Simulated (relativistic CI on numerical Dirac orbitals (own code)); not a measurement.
# Nb⁺: L-alpha,beta X-ray emission

Computed with this model: Dirac-Coulomb-Breit CI, separate exchange-only KLI orbitals for each configuration, a model potential for QED, valence Slater integrals scaled by 0.7, multiplet model of X-ray emission after core ionisation; configurations [Kr] 4d4 → [He] 2s2 2p5 3s2 3p6 3d10 4s2 4p6 4d4 → [Ar] 3d9 4s2 4p6 4d4; 300 K; Lorentzian 1.4 eV and Gaussian 0.6 eV FWHM. Energies are those of the free ion, without screening or charge transfer. S is read from ⟨S²⟩ = S(S + 1).

free ion: ground-state S = 2.00, centroid 2198.02 eV. Peaks (eV, height): 2167.2 (100), 2259.0 (45).

Strongest unbroadened transitions for free ion:

```csv
Energy (eV),Relative strength
2166.90,26.2
2166.91,20.6
2166.95,24.7
2167.00,12.8
2167.03,16.4
2167.13,14.1
2167.18,84.1
2167.22,100.0
2167.25,31.2
2167.27,12.4
2167.28,21.7
2167.29,21.5
2167.50,16.6
2258.59,16.1
2258.79,13.0
2258.81,13.0
2258.94,12.5
2259.28,19.9
```
